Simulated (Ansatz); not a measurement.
`O[SiH](O)[O][GeH3]` + `N=CCl` → `N=[C](Cl)[GeH3]` + `O[SiH](O)O`  (formal exchange of groups at a Ge–O bond)

Isolated molecules relaxed with PBE0-D4/def2-TZVP in Ansatz; ΔE leaves out vibrations. CCSD(T)/CBS is the MP2 limit (def2-TZVPP, def2-QZVPP) plus CCSD(T) − MP2 in def2-TZVPP, frozen cores. This one scheme is used for every species. Functionals use def2-TZVPP. B3LYP here is the variant with VWN-RPA as its local correlation; programs differ in this. For Ge outer-core shells are correlated without core-valence functions, which leaves a few kJ/mol of doubt a bond. Scalar relativity is left out up to krypton. Each species was taken in one conformer, which may not be the lowest.

`O[SiH](O)[O][GeH3]`:

Z-matrix (Å, degrees):
```
Si
O 1 1.637
O 1 1.627 2 107.4
O 1 1.634 2 108.4 3 123.0
H 1 1.476 2 112.6 3 -121.2
H 2 0.958 1 116.4 3 24.0
Ge 3 1.780 1 133.5 2 168.5
H 4 0.959 1 117.3 2 -37.6
H 7 1.537 3 108.8 1 40.2
H 7 1.536 3 108.0 1 -80.7
H 7 1.533 3 105.4 1 160.0
```

`N=CCl`:

Z-matrix (Å, degrees):
```
C
N 1 1.247
Cl 1 1.729 2 121.0
H 1 1.091 2 128.0 3 180.0
H 2 1.019 1 110.5 3 -180.0
```

`N=[C](Cl)[GeH3]`:

```xyz
8

N    -1.641    0.696    0.711
C    -0.697   -0.122    0.645
Cl   -0.703   -1.478    1.760
Ge    0.866   -0.138   -0.563
H    -1.534    1.438    0.020
H     0.838   -1.430   -1.386
H     0.730    1.097   -1.469
H     2.141   -0.062    0.282
```

`O[SiH](O)O`:

Z-matrix (Å, degrees):
```
Si
O 1 1.641
O 1 1.633 2 105.0
O 1 1.630 2 114.4 3 -119.5
H 1 1.476 2 110.6 3 122.9
H 2 0.958 1 117.9 3 -173.6
H 3 0.958 1 116.6 2 25.4
H 4 0.959 1 117.6 2 72.3
```

| level | ΔE (kJ/mol) | difference from CCSD(T)/CBS |
| --- | --- | --- |
| PBE-D4 | 39.3 | -7.7 |
| r2SCAN-D4 | 47.2 | 0.2 |
| PBE0-D4 | 44.9 | -2.1 |
| B3LYP-D4 | 51.3 | 4.3 |
| ωB97X-V | 53.1 | 6.1 |
| ωB97M-V | 49.7 | 2.7 |
| B2PLYP | 52.7 | 5.7 |
| PBE | 39.6 | -7.4 |
| r2SCAN | 47.0 | 0.0 |
| PBE0 | 45.0 | -2.0 |
| B3LYP | 52.0 | 5.0 |
| HF/def2-TZVPP | 73.3 | 26.3 |
| MP2/def2-TZVPP | 49.3 | 2.3 |
| SCS-MP2/def2-TZVPP | 55.5 | 8.5 |
| CCSD/def2-TZVPP | 54.2 | 7.2 |
| CCSD(T)/def2-TZVPP | 50.8 | 3.8 |
| HF/def2-QZVPP | 74.9 | 27.9 |
| MP2/def2-QZVPP | 47.6 | 0.6 |
| SCS-MP2/def2-QZVPP | 54.1 | 7.1 |
| HF/CBS(def2) | 75.1 | 28.1 |
| MP2/CBS(def2) | 45.4 | -1.6 |
| CCSD/CBS(def2) | 50.3 | 3.3 |
| CCSD(T)/CBS | 47.0 | 0 |

Largest T1 diagnostic among the species: 0.013.

From PBE to PBE0 (25 % exact exchange), in def2-TZVPP and without D4, ΔE moves by +5.4 kJ/mol. In def2-TZVPP, CCSD(T) changes the Hartree–Fock value by −22.4 kJ/mol (the triples alone add −3.3 kJ/mol) and MP2 by −24.0 kJ/mol.
